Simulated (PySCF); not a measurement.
## TDDFT excited states: C5H4ClFN2

Species: C5H4ClFN2.
Z-matrix (Å and degrees, GFN2-xTB geometry), rows numbered from 1:
```
C 
C   1  1.4904
C   2  1.4047  1  121.37
C   3  1.3738  2  116.85  1   179.94
F   4  1.3357  3  120.98  2  -180.00
C   4  1.4062  3  117.91  2    -0.01
Cl  6  1.7107  4  121.07  3   180.00
N   6  1.3147  4  121.20  3     0.01
N   8  1.2958  6  121.13  4    -0.02
H   1  1.0884  2  110.25  3   -59.71
H   1  1.0884  2  110.30  3    59.43
H   1  1.0852  2  109.37  3   179.89
H   3  1.0791  2  122.04  1     0.01
```

Method used: TDDFT PBE0/def2-SVPD, vertical, gas phase, core orbitals frozen in the response (PySCF).

```tsv
state	λ (nm)	E (eV)	f	|μ| (D)	symmetry	main configurations (H = HOMO, L = LUMO)
S1	341.7	3.63	0.0028	0.45	A″	H→L (99%)
S2	291.7	4.25	0.0003	0.13	–	H→L+1 (100%)
S3	238.0	5.21	0.047	1.54	A′	H-1→L (87%), H-2→L+1 (10%)
S4	205.5	6.03	0.0003	0.12	–	H-3→L (76%), H-4→L (23%)
S5	204.7	6.06	0.144	2.50	A′	H-1→L+1 (76%), H-2→L (18%)
S6	194.0	6.39	0.016	0.82	A′	H→L+2 (90%)
S7	188.3	6.58	0.0000	0.02	–	H-4→L (60%), H-3→L+1 (20%), H-3→L (17%)
S8	185.3	6.69	0.0036	0.38	A″	H-3→L+1 (59%), H-4→L+1 (19%), H-4→L (16%)
```

Triplets, Tamm–Dancoff:

```tsv
state	E (eV)	λ (nm)	main configurations (H = HOMO, L = LUMO)
T1	2.89	429.7	H→L (93%)
T2	3.83	323.3	H→L+1 (93%)
T3	4.10	302.6	H-1→L (68%), H-1→L+1 (15%), H-2→L (13%)
```

The lowest singlet comes at 342 nm (350 kJ/mol) in the ultraviolet; it is very weak; its leading configuration is HOMO→LUMO (99%). The most intense listed level is S5 at 6.06 eV (205 nm, f = 0.144), 2.43 eV above S1. Löwdin shares by element: HOMO nitrogen 77%, carbon 16% or more; LUMO nitrogen 37%, carbon 36% or more (atoms not listed hold the other 27%). Orbital energies (eV): HOMO-3 -9.43, HOMO-2 -9.15, HOMO-1 -8.07, HOMO -7.20, LUMO -1.87, LUMO+1 -1.26, LUMO+2 0.33. Weighted by f, the mean energy of these states is 5.87 eV. The oscillator strengths of these states sum to 0.214; summed over the whole spectrum of an exact calculation they would give the number of electrons, 74 (Thomas–Reiche–Kuhn). No computed singlet lies in the visible range (380 to 750 nm); the lowest, at 342 nm, stands 0.37 eV above its violet end (3.26 eV); a Tamm–Dancoff triplet lies at 430 nm, without intensity as long as spin–orbit coupling is left out. Symmetry labels in Cs follow from the direction of the transition dipole and are given only for states with f of 0.002 or more. Singlets were solved by full linear response, triplets in the Tamm–Dancoff approximation.
